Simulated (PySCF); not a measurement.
This script is equivalent to a calculation on Tl³⁺ (thallium, charge +3).

```python
from pyscf import gto, scf, dft, mp, cc
import basis_set_exchange as bse
mol = gto.M(atom="Tl 0 0 0", charge=3, spin=0, symmetry="D2h",
            basis=gto.basis.parse(bse.get_basis("aug-cc-pwCVTZ-DK3", elements=["Tl"], fmt="nwchem")),
            nucmod="G")
mf = scf.UHF(mol).sfx2c1e()
mf.irrep_nelec = {'Ag': (11, 11), 'B1g': (3, 3), 'B2g': (3, 3), 'B3g': (3, 3), 'Au': (1, 1), 'B1u': (6, 6), 'B2u': (6, 6), 'B3u': (6, 6)}
mf.kernel()
```

(1) What total energy does it give?

(2) Which occupied shell lies highest, and where?

Spin-orbit coupling, which splits the p, d and f shells strongly at this Z, is absent.

Results:

(1) -20239.86004 hartree (calculated).

(2) 5d, at -51.585 eV.
